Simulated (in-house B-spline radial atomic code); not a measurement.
**Ionising Tb+ with different functionals**

Computed with an all-electron radial atomic-structure program (B-spline basis): four-component Dirac-Coulomb Hamiltonian, Fermi nucleus of rms radius 5.06 fm, spin-restricted, spherical fractional occupations for the functionals, and exact exchange of hybrids averaged over the configuration. The ionisation energy is the difference of two self-consistent energies, [Xe] 4f9 6s1 → [Xe] 4f9, without Breit or QED terms; ε is the level of the shell that loses the electron (mean over j).

```
   method                    rung  ΔSCF (eV)  -ε(6s) (eV)
    B97-1           global hybrid      11.39         9.26
    HSE06  range-separated hybrid      11.36         8.98
CAM-B3LYP  range-separated hybrid      11.66        10.54
    wB97X  range-separated hybrid      11.26        11.42
```

Q: Among the functionals, which spreads more, the ΔSCF values or the orbital energies?

A: The orbital energies: ΔSCF values span about 0.39 eV and the orbital energies 2.43 eV; here energy differences depend much less on the functional than eigenvalues do.

Q: How do they compare with the NIST value?

A: NIST lists 11.51 eV ± 0.02 (semi-empirical, ground level to ground level). Errors run from -0.25 to +0.15 eV; B97-1 is closest (-0.13 eV), though others lie within the uncertainty of it, and part of that can be cancellation, since the calculations leave out Breit-QED terms, spin polarisation, the choice among j levels, multiplet and fine-structure energies.
